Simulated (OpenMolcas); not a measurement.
Au3+ among 5 point charges of -2 e arranged as a square pyramid (C4v), 2.34 Å from the ion, with the axial distance 2.480 Å.
```
   2.3400    0.0000    0.0000  -2.00
   0.0000    2.3400    0.0000  -2.00
  -2.3400    0.0000    0.0000  -2.00
   0.0000   -2.3400    0.0000  -2.00
   0.0000    0.0000    2.4804  -2.00
```

```yaml
Program: OpenMolcas
Method: CASSCF
Basis: ANO-RCC-VDZP [7s6p4d2f]
Scalar_Hamiltonian: DKH2, point nucleus
Active_space: 8 electrons in 5 orbitals (5d)
State_averaging: 2S+1 = 3 even, 10 roots; 2S+1 = 1 even, 15 roots
Spin-orbit_coupling: RASSI with atomic mean-field integrals over the reference wave functions
```

**Question.** What is the spin-free ground state?

**Answer.** A state of multiplicity 3, 1-fold in its orbital part, 100 % from free-ion F terms; it has the highest spin that d8 allows.

**Question.** Where is the first state of the same spin?

**Answer.** A 2-fold state lies at 252 cm-1 above the ground state. The two act as a nearly degenerate pair, with unquenched orbital momentum.

**Question.** What are the lowest two levels with spin-orbit coupling?

**Answer.** A 1-fold level, then a 1-fold level 285.1 cm-1 above it. Their leading multiplicities are 3 (93 %) and 3 (94 %).

**Question.** What is χT at 300 K, and how does it compare with the textbook value?

**Answer.** The lowest level has 2S+1 = 3, for which the spin-only value is χT = S(S+1) / 2 = 1.000 cm3 K/mol (g = 2). The computed 2.906 at 300 K differs by +1.906, through orbital momentum, spin-orbit coupling and any other state in reach.

Without dynamic correlation the repulsion within the d shell is too large (B by tens of per cent), so at a given field states of lower spin stand too high. Real 4d8 and 5d8 ions are as a rule square planar and diamagnetic. This shell can be high or low spin here, a state of another spin lies low, and with metal d orbitals alone active their balance is uncertain, so the ground spin may be wrong. Point charges give a weaker field than real ligands, and real ions of this kind are as a rule low spin; the high spin found here belongs to the model. The ground term spreads over less than 5000 cm-1, several times less than with real ligands, so orbital moments are less quenched and χT lies further from the spin-only value than at real sites. Point charges carry no covalency, so the field is a model and not that of real ligands. An unlabelled pair can be two single states that coincide in this model. No measured value stands beside these numbers.
